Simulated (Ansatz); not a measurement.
`FB[SiH]1C[SiH2]1` and `OC[SiH]1C[SiH2]1` differ in one atom or group.

Ansatz, PBE0-D4/def2-TZVP geometries, multiplicity 1. Each molecule was computed in one conformer, which needn't be the lowest. `OC[SiH]1C[SiH2]1` holds a close contact that its SMILES doesn't draw: H···Si 1.64 Å.

```json
{"property": "HOMO energy (B3LYP/def2-TZVPP) / eV", "`FB[SiH]1C[SiH2]1`": "-6.47"}
{"property": "HOMO–LUMO gap (B3LYP/def2-TZVPP) / eV", "`FB[SiH]1C[SiH2]1`": "4.50"}
{"property": "size of the dipole moment (PBE/def2-TZVPP) / D", "`FB[SiH]1C[SiH2]1`": "0.97"}
{"property": "HOMO energy (ωB97M-V/def2-TZVPP) / eV", "`FB[SiH]1C[SiH2]1`": "-8.57"}
{"property": "LUMO energy (ωB97M-V/def2-TZVPP) / eV", "`FB[SiH]1C[SiH2]1`": "0.07"}
{"property": "LUMO energy (B3LYP/def2-TZVPP) / eV", "`FB[SiH]1C[SiH2]1`": "-1.98"}
```

Task: What does the change do to each property? (Estimate.)

Result: The calculation gave: 
| property | `OC[SiH]1C[SiH2]1` | shift |
| --- | --- | --- |
| HOMO energy (B3LYP/def2-TZVPP) / eV | -6.19 | 0.28 |
| HOMO–LUMO gap (B3LYP/def2-TZVPP) / eV | 5.03 | 0.53 |
| size of the dipole moment (PBE/def2-TZVPP) / D | 1.57 | 0.60 |
| HOMO energy (ωB97M-V/def2-TZVPP) / eV | -8.38 | 0.19 |
| LUMO energy (ωB97M-V/def2-TZVPP) / eV | 0.87 | 0.80 |
| LUMO energy (B3LYP/def2-TZVPP) / eV | -1.15 | 0.83 |

With PBE0 the HOMO rises by 0.30 eV and the LUMO rises by 0.82 eV, so the gap widens by about 0.52 eV. PBE moves the HOMO by 0.33 eV and ωB97M-V by 0.19 eV. Dipoles are sizes alone; their direction can turn.

Positive LUMOs are unbound, so they and the gaps depend on the basis.

B3LYP here is the variant with VWN-RPA as its local correlation; programs differ in this.
